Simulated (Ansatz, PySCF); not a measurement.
Torsion N1–Pb2–O3–H6 in H3NOPb (SMILES [NH2][Pb][OH]); at each angle all else is relaxed with GFN2-xTB, and the levels are single points there.
Geometry at 0° (charge 0, multiplicity 1):
```xyz
6

N     -1.24006    -0.00778     0.16013
Pb     0.43153    -1.13651     0.84520
O      1.91145    -0.19002    -0.38206
H     -2.18939    -0.11814     0.47945
H     -1.24713     0.72520    -0.52977
H      1.67539     0.50727    -0.98584
```

On the grid 0° to 330°, 270° is the highest and 0° the lowest point at MP2/CBS(def2-TZVPP, def2-QZVPP) + ΔCCSD(T)/def2-TZVPP.

Correlated levels freeze the cores. Filled d and f shells under p-block atoms count as core.

Programs: Ansatz (Gaussian orbitals); PySCF for the dispersion terms. Each number belongs to the level named beside it. In def2 rows elements past Kr take small-core potentials, without spin–orbit coupling.

Q: Estimate the energy at 270° less that at 0° that PBE-D3(BJ)/def2-TZVPP returns for this input.

A: 4.1 kcal/mol

Ansatz is an electronic-structure program.
